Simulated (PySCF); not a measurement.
## Ionisation energy along the 6-electron series

Calculated with PySCF 2.14 and a two-component X2C-1e Hamiltonian (Gaussian nucleus, no Breit or QED terms), each ion in its own even-tempered basis scaled to its charge; GMP2 freezes nothing and drops the highest virtual spinors. Values in eV. NIST values: (m) measured, (s) semi-empirical, (t) theoretical.

```json
{"ion": "Eu⁵⁷⁺", "configuration": "[He] 2s2 2p2", "GHF (spin-free)": "12276.7", "GMP2 (spin-free)": "12276.6", "GHF (screened spin-orbit)": "12735.3", "GMP2 (screened spin-orbit)": "12737.6", "NIST": "12718 ± 6 (t)"}
{"ion": "Tb⁵⁹⁺", "configuration": "[He] 2s2 2p2", "GHF (spin-free)": "13144.6", "GMP2 (spin-free)": "13144.5", "GHF (screened spin-orbit)": "13677.1", "GMP2 (screened spin-orbit)": "13679.3", "NIST": "13658 ± 7 (t)"}
```

(1) Fill in the row of Gd⁵⁸⁺.

## Answers

(1) configuration: [He] 2s2 2p2; GHF (spin-free): 12706.6; GMP2 (spin-free): 12706.5; GHF (screened spin-orbit): 13201.1; GMP2 (screened spin-orbit): 13203.4; NIST: 13183 ± 6 (t).
